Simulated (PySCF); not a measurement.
**Mass spectrum arithmetic for `N#[C][GeH3]`**

Species: `N#[C][GeH3]`.

Calculated from tabulated atomic weights, isotope masses and abundances; no fragmentation.

(1) Molar mass and exact mass?

(2) Give the isotope pattern of the molecular ion M+•, merging species of the same nominal mass.

(3) Resolve the fine structure: one atom at a time replaced by a minor isotope.

(4) What is the composition by mass?

(5) What resolving power m/Δm just matches the spacing of the species with one 15N and with one 13C?

## Answers

(1) For CH3GeN, with standard atomic weights, 1 × 14.007 + 1 × 12.011 + 1 × 72.630 + 3 × 1.008 = 101.672 g/mol. From the most abundant isotopes (14N, 12C, 74Ge, 1H), 1 × 14.003074 + 1 × 12.000000 + 1 × 73.921178 + 3 × 1.007825 = 102.9477 u.

(2) 
| nominal mass | m/z (centroid) | relative intensity |
| --- | --- | --- |
| 99 | 98.9502 | 57.3 |
| 100 | 99.9521 | 0.9 |
| 101 | 100.9481 | 75.7 |
| 102 | 101.9495 | 22.4 |
| 103 | 102.9472 | 100.0 |
| 104 | 103.9490 | 1.5 |
| 105 | 104.9474 | 20.9 |
| 106 | 105.9493 | 0.3 |

Cut off at 0.1 %. One electron mass, 0.00055 u, is taken off. Abundances used (%; other tables differ somewhat): 14N 99.632, 15N 0.368; 12C 98.93, 13C 1.07; 70Ge 20.84, 72Ge 27.54, 73Ge 7.73, 74Ge 36.28, 76Ge 7.61; 1H 99.9885, 2H 0.0115.

(3) Intensity in % of the monoisotopic species:

```tsv
isotope	mass shift (u)	m/z	intensity (%)
70Ge	-3.99693	98.9502	57.44
72Ge	-1.99910	100.9481	75.91
73Ge	-0.99772	101.9495	21.31
15N	+0.99703	103.9442	0.37
13C	+1.00335	103.9505	1.08
2H	+1.00628	103.9535	0.03
76Ge	+2.00022	104.9474	20.98
```

Species under 0.02 % are left out.

(4) N 13.78 %, C 11.81 %, Ge 71.44 %, H 2.97 %.

(5) They lie 0.00632 u apart at mass 103.94, so m/Δm is about 16000.
